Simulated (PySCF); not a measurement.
One molecule, a ladder of functionals, a line

Molecule: `InChI=1S/C5H8Si/c1-3-5(6)4-2/h1,4H,2,6H3/b5-4-`.

Molfile (atoms numbered from 1):
```
C5H8Si
     RDKit          3D

 14 13  0  0  0  0  0  0  0  0999 V2000
    2.7344    0.4313    1.4856 C   0  0  0  0  0  0  0  0  0  0  0  0
    1.6715    0.2432    0.9269 C   0  0  0  0  0  0  0  0  0  0  0  0
    0.4402    0.0740    0.2304 C   0  0  0  0  0  0  0  0  0  0  0  0
    0.0947    1.2765   -1.1931 Si  0  0  0  0  0  4  0  0  0  0  0  0
   -0.4285   -0.9000    0.5849 C   0  0  0  0  0  0  0  0  0  0  0  0
   -1.7411   -1.1784   -0.0568 C   0  0  0  0  0  0  0  0  0  0  0  0
    3.6715    0.5835    1.9875 H   0  0  0  0  0  0  0  0  0  0  0  0
    1.2542    2.2006   -1.3392 H   0  0  0  0  0  0  0  0  0  0  0  0
   -0.1089    0.5357   -2.4766 H   0  0  0  0  0  0  0  0  0  0  0  0
   -1.1414    2.0747   -0.9234 H   0  0  0  0  0  0  0  0  0  0  0  0
   -0.1527   -1.5536    1.4227 H   0  0  0  0  0  0  0  0  0  0  0  0
   -1.7745   -2.2113   -0.4428 H   0  0  0  0  0  0  0  0  0  0  0  0
   -2.5589   -1.0968    0.6792 H   0  0  0  0  0  0  0  0  0  0  0  0
   -1.9661   -0.4973   -0.8904 H   0  0  0  0  0  0  0  0  0  0  0  0
  1  2  3  0
  2  3  1  0
  3  4  1  0
  3  5  2  0
  5  6  1  0
  1  7  1  0
  4  8  1  0
  4  9  1  0
  4 10  1  0
  5 11  1  0
  6 12  1  0
  6 13  1  0
  6 14  1  0
M  END
```

GIAO shieldings (ppm, equivalent atoms averaged) in PySCF 2.14.0 with density-fitted response routines on the PBE0-D3(BJ)/def2-SVP geometry, basis pcSseg-1, gas phase, non-relativistic:

| functional | exact exchange (%) | σ(C2) | σ(C6) | σ(Si4) |
| --- | --- | --- | --- | --- |
| BLYP | 0 | 85.3 | 151.9 | 400.9 |
| BP86 | 0 | 89.0 | 155.9 | 409.4 |
| PBE | 0 | 89.0 | 156.5 | 411.2 |
| B3LYP | 20 | 91.0 | 156.8 | 411.3 |
| mPW1PW91 | 25 | 95.6 | 160.9 | 421.4 |
| BHandHLYP | 50 | 98.7 | 162.8 | 427.2 |
| HF | 100 | 111.6 | 171.4 | 456.1 |

Task: Fit each shielding as a line in the percentage of exact exchange.

Result: σ(C2) = 87.7 + 0.24 x (rms 1.5 ppm); σ(C6) = 154.8 + 0.17 x (rms 1.6 ppm); σ(Si4) = 406.2 + 0.48 x (rms 3.9 ppm). The functionals also differ in their semilocal parts, which the line can't hold; Hartree–Fock has no correlation at all.

Task: What does the line predict for PBE0 (25 %), and what does the run give?

Result: σ(C2): 93.7 predicted, 95.9 computed; σ(C6): 159.1 predicted, 161.9 computed; σ(Si4): 418.2 predicted, 423.7 computed ppm.
